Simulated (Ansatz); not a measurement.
Born–Oppenheimer molecular dynamics of BClH$_{3}$NO (7 atoms, charge 0, multiplicity 1). It starts from a relaxed structure.

All numbers below come from Ansatz 0.2.0, RKS B3LYP/def2-SVP.

```json
{"ensemble": "NVT, Nosé–Hoover chain", "time step": "0.5 fs", "steps asked": "100", "set temperature": "2000 K", "thermostat": "time constant 100 fs, chain length 3 (defaults)", "seed": "547960"}
```

Frames 1 fs apart, positions in Å, forces in eV/Å.

Velocities at 30 fs (Å/ps):

```
B -2.71 -1.67 -1.55
Cl -0.24 -0.81 -2.81
N 2.19 0.51 1.80
H -21.23 12.05 -21.93
H -7.10 -4.70 28.90
O 4.65 2.83 5.04
H -38.32 -13.09 3.63
```

```xyz
7
Properties=species:S:1:pos:R:3:forces:R:3 time_fs=30 energy_less_start_eV=1.054 T=409
B 0.038 -0.085 -0.120 -4.38 -1.61 0.91
Cl -0.097 0.566 1.640 -0.17 -0.43 -1.30
N 1.226 -0.014 -0.729 4.74 1.09 -1.29
H 1.380 -0.445 -1.693 -0.07 1.01 1.93
H 2.031 0.518 -0.230 -1.71 -1.45 -1.61
O -0.991 -0.729 -0.836 1.39 1.03 0.45
H -1.781 -1.236 -1.025 0.20 0.37 0.89
7
Properties=species:S:1:pos:R:3:forces:R:3 time_fs=31 energy_less_start_eV=1.048 T=423
B 0.033 -0.087 -0.121 -3.83 -1.43 0.96
Cl -0.097 0.565 1.637 -0.18 -0.42 -1.22
N 1.230 -0.013 -0.728 3.97 0.88 -1.25
H 1.359 -0.428 -1.705 0.10 1.03 2.05
H 2.016 0.506 -0.209 -1.37 -1.28 -1.64
O -0.986 -0.726 -0.831 -0.48 -0.15 -0.14
H -1.816 -1.246 -1.016 1.79 1.37 1.24
7
Properties=species:S:1:pos:R:3:forces:R:3 time_fs=32 energy_less_start_eV=0.934 T=599
B 0.025 -0.091 -0.121 -2.93 -1.17 0.91
Cl -0.098 0.564 1.634 -0.20 -0.41 -1.15
N 1.236 -0.012 -0.727 2.24 0.51 -0.89
H 1.338 -0.401 -1.698 0.34 0.78 1.51
H 1.988 0.482 -0.203 -0.43 -0.70 -1.22
O -0.981 -0.723 -0.826 -1.40 -0.71 -0.48
H -1.835 -1.243 -0.996 2.37 1.71 1.32
7
Properties=species:S:1:pos:R:3:forces:R:3 time_fs=33 energy_less_start_eV=0.791 T=818
B 0.014 -0.096 -0.121 -1.81 -0.85 0.82
Cl -0.098 0.563 1.630 -0.24 -0.42 -1.08
N 1.244 -0.010 -0.728 -0.25 -0.05 -0.33
H 1.321 -0.367 -1.677 0.60 0.29 0.30
H 1.956 0.452 -0.209 1.11 0.27 -0.27
O -0.977 -0.720 -0.821 -1.41 -0.72 -0.60
H -1.831 -1.224 -0.964 1.99 1.47 1.17
7
Properties=species:S:1:pos:R:3:forces:R:3 time_fs=34 energy_less_start_eV=0.759 T=872
B 0.002 -0.101 -0.119 -0.59 -0.47 0.75
Cl -0.098 0.562 1.626 -0.28 -0.43 -1.01
N 1.252 -0.008 -0.728 -2.78 -0.56 0.47
H 1.310 -0.330 -1.654 0.81 -0.30 -1.36
H 1.935 0.425 -0.217 2.70 1.28 0.86
O -0.974 -0.718 -0.817 -0.43 -0.17 -0.61
H -1.810 -1.192 -0.920 0.57 0.64 0.90
7
Properties=species:S:1:pos:R:3:forces:R:3 time_fs=35 energy_less_start_eV=0.795 T=824
B -0.011 -0.107 -0.117 0.63 -0.04 0.77
Cl -0.099 0.561 1.622 -0.34 -0.43 -0.93
N 1.258 -0.007 -0.728 -3.92 -0.56 1.53
H 1.306 -0.295 -1.643 0.89 -0.66 -2.56
H 1.940 0.409 -0.218 3.10 1.54 1.22
O -0.971 -0.716 -0.812 1.32 0.72 -0.72
H -1.783 -1.153 -0.867 -1.69 -0.57 0.69
7
Properties=species:S:1:pos:R:3:forces:R:3 time_fs=36 energy_less_start_eV=0.720 T=945
B -0.023 -0.113 -0.115 1.82 0.43 0.89
Cl -0.099 0.559 1.617 -0.39 -0.44 -0.82
N 1.261 -0.006 -0.727 -3.13 -0.09 2.18
H 1.310 -0.267 -1.656 0.83 -0.52 -2.26
H 1.972 0.407 -0.207 1.84 0.84 0.42
O -0.968 -0.713 -0.809 2.27 1.06 -1.18
H -1.772 -1.120 -0.807 -3.24 -1.28 0.78
7
Properties=species:S:1:pos:R:3:forces:R:3 time_fs=37 energy_less_start_eV=0.552 T=1202
B -0.034 -0.119 -0.111 2.91 0.93 1.10
Cl -0.100 0.558 1.613 -0.44 -0.43 -0.70
N 1.263 -0.005 -0.724 -1.50 0.33 1.80
H 1.323 -0.243 -1.690 0.65 -0.10 -0.68
H 2.022 0.413 -0.193 0.02 -0.09 -0.68
O -0.963 -0.710 -0.806 0.62 0.07 -1.74
H -1.790 -1.098 -0.740 -2.26 -0.71 0.89
7
Properties=species:S:1:pos:R:3:forces:R:3 time_fs=38 energy_less_start_eV=0.526 T=1248
B -0.042 -0.123 -0.107 3.79 1.37 1.32
Cl -0.101 0.556 1.608 -0.48 -0.42 -0.56
N 1.263 -0.003 -0.721 -0.07 0.55 0.85
H 1.341 -0.221 -1.730 0.38 0.23 1.02
H 2.073 0.419 -0.184 -1.36 -0.71 -1.36
O -0.957 -0.707 -0.804 -2.42 -1.43 -1.89
H -1.829 -1.082 -0.664 0.17 0.41 0.62
7
Properties=species:S:1:pos:R:3:forces:R:3 time_fs=39 energy_less_start_eV=0.651 T=1066
B -0.047 -0.127 -0.101 4.36 1.65 1.40
Cl -0.102 0.554 1.603 -0.52 -0.40 -0.42
N 1.263 -0.002 -0.716 0.81 0.61 -0.03
H 1.364 -0.196 -1.761 0.09 0.35 2.12
H 2.111 0.418 -0.189 -2.09 -0.94 -1.54
O -0.954 -0.705 -0.803 -4.72 -2.39 -1.59
H -1.867 -1.062 -0.583 2.07 1.12 0.06
7
Properties=species:S:1:pos:R:3:forces:R:3 time_fs=40 energy_less_start_eV=0.702 T=994
B -0.048 -0.129 -0.094 4.55 1.70 1.20
Cl -0.103 0.552 1.597 -0.54 -0.37 -0.27
N 1.264 0.000 -0.712 1.10 0.56 -0.62
H 1.387 -0.168 -1.772 -0.18 0.28 2.50
H 2.130 0.408 -0.208 -2.19 -0.87 -1.30
O -0.953 -0.704 -0.803 -5.65 -2.61 -1.02
H -1.886 -1.033 -0.500 2.91 1.31 -0.49
7
Properties=species:S:1:pos:R:3:forces:R:3 time_fs=41 energy_less_start_eV=0.566 T=1206
B -0.045 -0.130 -0.086 4.40 1.54 0.70
Cl -0.104 0.550 1.592 -0.55 -0.33 -0.10
N 1.265 0.003 -0.708 0.72 0.36 -0.89
H 1.409 -0.137 -1.760 -0.39 0.09 2.17
H 2.128 0.390 -0.239 -1.63 -0.51 -0.68
O -0.955 -0.705 -0.804 -5.41 -2.27 -0.33
H -1.878 -0.990 -0.422 2.86 1.12 -0.88
```

Of the whole run (50 fs, mean temperature of the second half 941 K): The conserved energy stayed within 1.3 meV per atom of its start (net change 1 meV per atom), so the integration is sound. The mean temperature of the second half is 53 % below the set value. A run of 0.05 ps of so small a system gives no equilibrium averages.

Run time: 4.2 min on 1 thread of Arm Neoverse V1, with other jobs on the host, peak memory 0.13 GiB.
